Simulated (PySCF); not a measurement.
# C6H9ClSi: full NMR table

- Formula: C6H9ClSi
- SMILES: CC#C[C@H]1C[Si@H](Cl)C1
- InChI: InChI=1S/C6H9ClSi/c1-2-3-6-4-8(7)5-6/h6,8H,4-5H2,1H3/t6-,8-
- Point group of the computed structure: C1
- Degrees of unsaturation: 3
- Carbon signals: 5
- Proton signals: 5

Numbering as in the mapped SMILES `[CH3:1][C:2]#[C:3][C@H:4]1[CH2:5][Si@H:6]([Cl:7])[CH2:8]1`. Hydrogens are named by the atom that carries them. Ha(C5), Ha(C8) are cis to C3 on the ring; Hb(C5), Hb(C8) are trans to C3 on the ring.

One averaged value for each set of equivalent atoms, relativity neglected, single conformer, no solvent. Coordinates at the GFN2-xTB level; shieldings: GIAO PBE0/pcSseg-1; PySCF 2.14.

Referencing at the same level of theory: $^{1}$H and $^{13}$C and $^{29}$Si vs TMS.

| carbon | δC, type | δH (multiplicity) | HMBC from (2–3 bonds) | span of the C tensor (ppm) |
| --- | --- | --- | --- | --- |
| C1 | 4.8, CH3 | 1.99 (s) | – | 21 |
| C2 | 85.4, C | – | H(C4), H(C1) | 224 |
| C3 | 92.7, C | – | H(C4), Hb(C5)/Hb(C8), H(C1), Ha(C5)/Ha(C8) | 288 |
| C4 | 21.3, CH | 3.18 (m) | H(Si6), Hb(C5)/Hb(C8), Ha(C5)/Ha(C8) | 11 |
| C5/C8 | 34.0, CH2 | Ha(C5) 1.92 (m); Hb(C5) 2.28 (m) | H(Si6), H(C4), Hb(C5)/Hb(C8), Ha(C5)/Ha(C8) | 69 |

Other nuclei:
| atoms | nucleus | environment | δ (ppm) | σ (ppm) |
| --- | --- | --- | --- | --- |
| H(Si6) | $^{1}$H | hydrogen on a silicon bonded to 2 C, Cl, in a 4-membered ring | 5.89 | 25.83 |
| Si6 | $^{29}$Si | silicon bonded to 2 C, Cl, H, in a 4-membered ring | 15.6 | 333.6 |

- Carbon types of the structure: 2 × C, 1 × CH, 2 × CH2, 1 × CH3, leaving 1 H on heteroatoms.
- δC 92.7, 85.4: alkyne carbon; sp carbons lie upfield of alkene carbons because the cylindrical π system leaves one tensor component strongly shielded.
- δC 21.3: propargylic sp3 CH; aliphatic region, no heteroatom directly attached.
- δC 4.8: propargylic methyl carbon; saturated and bonded to C and H only.
- δH 5.89: hydrogen on a silicon bonded to 2 C, Cl, in a 4-membered ring.
- δH 3.18: hydrogen on a propargylic sp3 CH.

Shifts are as computed. Against solution values, carbons near 30 ppm lie about +3 ppm off and those near 130 ppm about +5 ppm. Of 1309 compounds with measured shifts, 239 miss one by over three times the rms of a fit or turn the order of signals round; such compounds aren't used in these exercises. Multiplicities follow the n + 1 count of equivalent neighbours, as no J values were calculated; m marks all less simple cases, F and P coupling included.
